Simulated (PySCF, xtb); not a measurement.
Ga(Cl)2(NH3) (Cl₂GaH₃N), SMILES [NH3]->[Ga+]([Cl])[Cl] (connectivity only; charge and spin as stated), charge +1, multiplicity 1.

GFN2-xTB (xtb 6.7.1) at its own geometry gives an orbital gap of 3.79 eV.

Geometry: B3LYP-D3(BJ)/def2-SVP. The multiplicity is an assumed one; no other spin state was optimised. The isomer is the one that the SMILES or the coordinates give; other isomers of the formula were not compared.

### Question
What does M06-2X/def2-TZVP run with PySCF give? (Estimate from the structure and the level; the computed values follow.)

### Answer
gap 9.51 eV (levels -15.52 and -6.01 eV).
